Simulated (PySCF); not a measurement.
**Gd(BH4)3(H2O) at several levels of theory**

Computed with PySCF 2.14.0 (density fitting, no spin-orbit coupling) at the geometry relaxed with PBE0:

```xyz
19
Gd(BH4)3(H2O) (singlet in the valence; each metal's 4f electrons, 7 of them, lie in its core potential, out of spins and levels)
Gd    0.0850   -0.0834    0.0593
B     1.2505    1.7972    1.2114
H     1.8484    2.6793    1.7773
H     1.7000    0.6566    1.4945
H     1.3333    1.8766   -0.0379
H     0.0351    1.7679    1.4968
B    -1.7983   -1.2608    1.1890
H    -2.6786   -1.8656    1.7502
H    -1.8240   -0.0332    1.4166
H    -1.8237   -1.4035   -0.0573
H    -0.6539   -1.6509    1.5384
B     1.3712   -1.3974   -1.6055
H     1.9860   -2.0395   -2.4209
H     0.8698   -2.1058   -0.7012
H     0.4046   -0.7686   -2.1066
H     2.0723   -0.5371   -1.0286
O    -1.3877    1.4110   -1.1583
H    -1.2545    2.3652   -1.2256
H    -2.3234    1.2400   -1.3255
```

| level | basis | state | HOMO (eV) | gap (eV) | charge on Gd1 (e) | population of f-type functions on Gd1 (polarisation alone where 4f lies in the core) | dipole about the centre of mass (D) | largest force component (eV/Å) |
| --- | --- | --- | --- | --- | --- | --- | --- | --- |
| PBE0 | Gd lcecp-1-SVP with ECP53, B def2-SVP, H def2-SVP, O def2-SVP | singlet | -9.01 | 7.60 | 0.61 | 0.06 | 5.85 | 0.02 |
| r2SCAN | the same | singlet | -8.02 | 6.24 | 0.63 | 0.05 | 5.84 | 0.14 |
| PBE0 | Gd lcecp-1-TZVP with ECP53, B def2-TZVP, H def2-TZVP, O def2-TZVP | singlet | -9.04 | 7.45 | 1.21 | 0.07 | 5.71 | 0.22 |

In the lcecp rows the 4f levels are missing from HOMO and gap, and the state counts the valence alone.

Charges are Mulliken's, which hang on the basis. The relaxation used the grid (50, 194), these runs (75, 302) or, all-electron (x2c bases, spin-free X2C Hamiltonian), (99, 590).

Problem. What does TPSSh with Gd lcecp-1-SVP with ECP53, B def2-SVP, H def2-SVP, O def2-SVP give here?

Solution. state singlet, HOMO (eV) -8.45, gap (eV) 6.77, charge on Gd1 (e) 0.65, population of f-type functions on Gd1 (polarisation alone where 4f lies in the core) 0.06, dipole about the centre of mass (D) 5.85, largest force component (eV/Å) 0.27. Time: 13 s on 4 threads of AMD EPYC 9R45 96-Core Processor (Zen 5), on a shared host, from an already converged density.

In the first row's basis the gap widens with exact exchange: 6.2 eV for r2SCAN (none); 6.8 to 7.6 eV for TPSSh, PBE0 (a fixed share).

No frequency check is given that shows the relaxed geometry to be a minimum, and it was reached by following one of several unstable modes of a saddle point. An lcecp potential fixes the number of 4f electrons, so in runs with it no electron can move into or out of that shell.
